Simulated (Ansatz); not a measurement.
C3H8BNO (`C=C(N)B(C)O`), relaxed with RKS PBE0-D4/def2-TZVP in Ansatz 0.2.0 from a PBE-D4/def2-SVP geometry. The force threshold is 0.005 eV/Å; the program also tests the step.

Charge 0, multiplicity 1.

Start:

```xyz
14

C    -1.848    0.029    0.830
C    -0.561   -0.307    0.516
N     0.201   -1.195    1.257
B     0.126    0.338   -0.765
C     1.694    0.485   -0.895
O    -0.648    0.782   -1.801
H    -2.371   -0.351    1.724
H    -2.412    0.737    0.204
H     1.213   -1.162    1.138
H    -0.102   -1.435    2.202
H     1.990    1.113   -1.758
H     2.152    0.905    0.026
H     2.156   -0.518   -1.043
H    -1.590    0.579   -1.634
```

```
step  energy (eV)  largest force (eV/Å)  largest move (Å)
   1   -7450.3981                 0.677             0.000
   2   -7450.4568                 0.270             0.038
   3   -7450.4611                 0.059             0.027
   4   -7450.4617                 0.062             0.023
   5   -7450.4627                 0.027             0.022
   6   -7450.4628                 0.015             0.004
   7   -7450.4629                 0.016             0.008
   8   -7450.4629                 0.011             0.003
   9   -7450.4629                 0.009             0.002
  10   -7450.4629                 0.005             0.002
```

End:

```xyz
14

C    -1.820    0.034    0.839
C    -0.564   -0.307    0.505
N     0.187   -1.211    1.231
B     0.122    0.332   -0.765
C     1.679    0.484   -0.881
O    -0.639    0.764   -1.803
H    -2.316   -0.346    1.727
H    -2.385    0.739    0.242
H     1.186   -1.145    1.134
H    -0.112   -1.414    2.172
H     1.970    1.105   -1.730
H     2.123    0.902    0.028
H     2.140   -0.502   -1.025
H    -1.571    0.564   -1.674
```

It took 48 s on 4 threads of an Arm Neoverse V1 on a shared host, with 0.66 GiB of host memory at the peak.
